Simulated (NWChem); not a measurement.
System: CH6SSi; SMILES C[SiH2]S

The following NWChem deck was run.

```
start job
memory heap 200 mb stack 900 mb global 1100 mb
geometry units angstroms noautoz
  Si     0.558476     0.475430     0.009788
  C     -0.750878     1.815332    -0.064021
  S     -0.276031    -1.507230    -0.132199
  H      1.477330     0.556652    -1.162884
  H      1.357842     0.613104     1.266057
  H     -1.429277     1.752330     0.800852
  H     -0.281467     2.812140    -0.055967
  H     -1.352223     1.718616    -0.980364
  H     -0.967733    -1.426874     1.026287
end
basis spherical
  * library 3-21g
end
dft
  xc b3lyp
  iterations 150
  mulliken
end
task dft energy
```

Excerpt of the output:

```
             Northwest Computational Chemistry Package (NWChem) 7.3.0
             --------------------------------------------------------

 C1  symmetry detected

                             Geometry "geometry" -> ""
                             -------------------------

 Output coordinates in angstroms (scale by  1.889725989 to convert to a.u.)

  No.       Tag          Charge          X              Y              Z
 ---- ---------------- ---------- -------------- -------------- --------------
    1 Si                  14.0000     0.60731102     0.49760113     0.00730069
    2 C                    6.0000    -0.72355536     1.81734043    -0.04040552
    3 S                   16.0000    -0.20325750    -1.49908167    -0.05384983
    4 H                    1.0000     1.47400460     0.56419137    -1.20532344
    5 H                    1.0000     1.45743582     0.67533965     1.22461280
    6 H                    1.0000    -1.36343854     1.76512091     0.85403419
    7 H                    1.0000    -0.26893248     2.82041309    -0.07506147
    8 H                    1.0000    -1.36196051     1.69114866    -0.92763085
    9 H                    1.0000    -0.84601098    -1.40136540     1.13118944

 Effective nuclear repulsion energy (a.u.)     148.9000526353

                                 NWChem DFT Module
                                 -----------------

 Summary of "ao basis" -> "ao basis" (spherical)
 ------------------------------------------------------------------------------
       Tag                 Description            Shells   Functions and Types
 ---------------- ------------------------------  ------  ---------------------
 Si                          3-21g                   7       13   4s3p
 C                           3-21g                   5        9   3s2p
 S                           3-21g                   7       13   4s3p
 H                           3-21g                   2        2   2s

            General Information
            -------------------
          SCF calculation type: DFT
          Wavefunction type:  closed shell.
          No. of atoms     :     9
          No. of electrons :    42
           Alpha electrons :    21
            Beta electrons :    21
          Charge           :     0
          Spin multiplicity:     1
          Use of symmetry is: off; symmetry adaption is: off
          Maximum number of iterations: 150
          AO basis - number of functions:    47
                     number of shells:    31
          Convergence on energy requested:  1.00D-06
          Convergence on density requested:  1.00D-05
          Convergence on gradient requested:  5.00D-04

              XC Information
              --------------
                         B3LYP Method XC Potential
                     Hartree-Fock (Exact) Exchange  0.200
                        Slater Exchange Functional  0.800 local
                    Becke 1988 Exchange Functional  0.720 non-local
              Lee-Yang-Parr Correlation Functional  0.810
                  VWN I RPA Correlation Functional  0.190 local

             Grid Information
             ----------------
          Grid used for XC integration:  medium
          Radial quadrature: Mura-Knowles
          Angular quadrature: Lebedev.
          Tag              B.-S. Rad. Rad. Pts. Rad. Cut. Ang. Pts.
          ---              ---------- --------- --------- ---------
          Si                  1.10       88           8.0       590
          C                   0.70       49          10.0       434
          S                   1.00       88          10.0       590
          H                   0.35       45          11.0       434
          Grid pruning is: on
          Number of quadrature shells:   495
          Spatial weights used:  Erf1

      Superposition of Atomic Density Guess
      -------------------------------------

 Sum of atomic energies:        -723.31011815

      Non-variational initial energy
      ------------------------------

 Total energy =    -724.544256
 1-e energy   =   -1295.679042
 2-e energy   =     422.234733
 HOMO         =      -0.305607
 LUMO         =       0.092681

     ---------------------------------------------
      Total Density - Mulliken Population Analysis
     ---------------------------------------------

    Atom       Charge   Shell Charges
 -----------   ------   -------------------------------------------------------
    1 Si  14    13.04   2.00  1.98  5.86  0.69  1.31  0.56  0.65
    2 C    6     7.16   1.99  0.39  1.62  1.20  1.96
    3 S   16    16.65   2.00  1.96  5.89  1.00  2.53  0.94  2.33
    4 H    1     1.11   0.41  0.70
    5 H    1     1.12   0.41  0.71
    6 H    1     0.73   0.40  0.32
    7 H    1     0.72   0.40  0.32
    8 H    1     0.73   0.41  0.32
    9 H    1     0.74   0.34  0.40

   convergence    iter        energy       DeltaE   RMS-Dens  Diis-err
 ---------------- ----- ----------------- --------- --------- ---------
 d= 0,ls=0.0,diis     1   -725.6731327999 -8.75D+02  1.83D-02  3.39D-01
 d= 0,ls=0.0,diis     2   -725.7044472048 -3.13D-02  1.02D-02  6.56D-02
 d= 0,ls=0.0,diis     3   -725.7133887617 -8.94D-03  3.59D-03  2.25D-02
 d= 0,ls=0.0,diis     4   -725.7172308287 -3.84D-03  4.66D-04  3.20D-04
 d= 0,ls=0.0,diis     5   -725.7172798912 -4.91D-05  1.09D-04  2.39D-05
  Resetting Diis
 d= 0,ls=0.0,diis     6   -725.7172830928 -3.20D-06  3.02D-05  2.64D-06
 d= 0,ls=0.0,diis     7   -725.7172834437 -3.51D-07  1.18D-05  7.08D-08
 d= 0,ls=0.0,diis     8   -725.7172834456 -1.90D-09  5.45D-06  6.96D-08

         Total DFT energy =     -725.717283445578
      One electron energy =    -1297.847502036143
           Coulomb energy =      477.422910116274
    Exchange-Corr. energy =      -54.192744161034
 Nuclear repulsion energy =      148.900052635325

 Numeric. integr. density =       42.000003179426

                       DFT Final Molecular Orbital Analysis
                       ------------------------------------

 Vector   19  Occ=2.000000D+00  E=-3.490010D-01
              MO Center=  5.0D-01,  6.3D-01, -3.9D-01, r^2= 3.3D+00
   Bfn.  Coefficient  Atom+Function         Bfn.  Coefficient  Atom+Function
  ----- ------------  ---------------      ----- ------------  ---------------
    37      0.348698  4 H  s                  7      0.246798  1 Si px
    36      0.240785  4 H  s                  9     -0.196311  1 Si pz
    16     -0.186629  2 C  px                20     -0.176052  2 C  px
    30     -0.153587  3 S  py                41      0.143332  6 H  s
    34     -0.140816  3 S  py                 3     -0.128200  1 Si px

 Vector   20  Occ=2.000000D+00  E=-3.177216D-01
              MO Center= -7.7D-02, -9.4D-01, -4.1D-02, r^2= 3.4D+00
   Bfn.  Coefficient  Atom+Function         Bfn.  Coefficient  Atom+Function
  ----- ------------  ---------------      ----- ------------  ---------------
    30      0.390842  3 S  py                34      0.336367  3 S  py
    32     -0.241383  3 S  s                  8     -0.235198  1 Si py
    31      0.197161  3 S  pz                26     -0.188501  3 S  py
    39     -0.178335  5 H  s                 28     -0.172876  3 S  s
    35      0.161028  3 S  pz                21      0.140223  2 C  py

 Vector   21  Occ=2.000000D+00  E=-2.572601D-01
              MO Center= -1.5D-01, -1.2D+00, -8.2D-05, r^2= 2.4D+00
   Bfn.  Coefficient  Atom+Function         Bfn.  Coefficient  Atom+Function
  ----- ------------  ---------------      ----- ------------  ---------------
    29      0.432966  3 S  px                33      0.425885  3 S  px
    31      0.250835  3 S  pz                35      0.248096  3 S  pz
    25     -0.206906  3 S  px                30     -0.189180  3 S  py
    39     -0.187594  5 H  s                 34     -0.186267  3 S  py
    19      0.182402  2 C  s                 20      0.121791  2 C  px

 Vector   22  Occ=0.000000D+00  E= 1.748105D-02
              MO Center=  3.4D-01, -4.7D-02,  1.7D-01, r^2= 4.6D+00
   Bfn.  Coefficient  Atom+Function         Bfn.  Coefficient  Atom+Function
  ----- ------------  ---------------      ----- ------------  ---------------
    32      1.189325  3 S  s                 12      1.114456  1 Si py
    34      0.799876  3 S  py                10     -0.780820  1 Si s
    11      0.571485  1 Si px                47     -0.490818  9 H  s
    35      0.328062  3 S  pz                 8      0.268988  1 Si py
    30      0.246323  3 S  py                43     -0.180067  7 H  s

 Vector   23  Occ=0.000000D+00  E= 4.317498D-02
              MO Center= -3.9D-01, -1.2D+00,  4.8D-01, r^2= 3.2D+00
   Bfn.  Coefficient  Atom+Function         Bfn.  Coefficient  Atom+Function
  ----- ------------  ---------------      ----- ------------  ---------------
    47      1.358258  9 H  s                 35     -0.795083  3 S  pz
    33      0.571486  3 S  px                32     -0.553145  3 S  s
    31     -0.274106  3 S  pz                 6     -0.251054  1 Si s
    29      0.226807  3 S  px                12      0.224768  1 Si py
    39      0.224737  5 H  s                 46      0.203647  9 H  s

 Vector   24  Occ=0.000000D+00  E= 6.308281D-02
              MO Center=  3.1D-01,  7.3D-01,  1.4D-01, r^2= 4.7D+00
   Bfn.  Coefficient  Atom+Function         Bfn.  Coefficient  Atom+Function
  ----- ------------  ---------------      ----- ------------  ---------------
    19      1.573542  2 C  s                 11      1.136900  1 Si px
    12     -0.796027  1 Si py                10     -0.499822  1 Si s
    37     -0.483430  4 H  s                 21     -0.346537  2 C  py
    20      0.283633  2 C  px                33     -0.266813  3 S  px
    13     -0.250447  1 Si pz                45     -0.250107  8 H  s

     ---------------------------------------------
      Total Density - Mulliken Population Analysis
     ---------------------------------------------

    Atom       Charge   Shell Charges
 -----------   ------   -------------------------------------------------------
    1 Si  14    13.25   2.00  1.97  5.85  0.76  1.65  0.48  0.53
    2 C    6     6.93   1.99  0.36  1.66  1.19  1.74
    3 S   16    16.36   2.00  1.96  5.88  1.04  2.52  0.98  1.99
    4 H    1     1.09   0.44  0.66
    5 H    1     1.10   0.44  0.67
    6 H    1     0.79   0.46  0.33
    7 H    1     0.78   0.46  0.32
    8 H    1     0.77   0.46  0.32
    9 H    1     0.92   0.45  0.47

     -------------------------------------------
      Total Density - Lowdin Population Analysis
     -------------------------------------------

    Atom       Charge   Shell Charges
 -----------   ------   -------------------------------------------------------
    1 Si  14    13.49   2.00  1.95  5.79  0.62  1.57  0.48  1.08
    2 C    6     6.54   1.98  0.43  1.57  0.63  1.92
    3 S   16    16.24   2.00  1.95  5.81  0.96  2.41  0.81  2.29
    4 H    1     1.08   0.45  0.63
    5 H    1     1.09   0.45  0.64
    6 H    1     0.88   0.45  0.43
    7 H    1     0.88   0.45  0.42
    8 H    1     0.87   0.45  0.42
    9 H    1     0.92   0.44  0.49

     Multipole analysis of the density
     ---------------------------------

     L   x y z        total         alpha         beta         nuclear
     -   - - -        -----         -----         ----         -------
     0   0 0 0     -0.000000    -21.000000    -21.000000     42.000000

     1   1 0 0     -0.202207     -0.101103     -0.101103     -0.000000
     1   0 1 0      0.871513      0.435756      0.435756      0.000000
     1   0 0 1      0.408819      0.204410      0.204410      0.000000

     2   2 0 0    -27.065868    -45.252118    -45.252118     63.438367
     2   1 1 0      0.333587      2.399888      2.399888     -4.466190
     2   1 0 1     -1.261139      0.114146      0.114146     -1.489432
     2   0 2 0    -28.536821   -149.803467   -149.803467    271.070113
     2   0 1 1     -1.380416      0.754868      0.754868     -2.890151
     2   0 0 2    -26.248842    -23.631415    -23.631415     21.013989
```

Level: B3LYP/3-21G. The geometry was optimised at PBE0/def2-SVP.
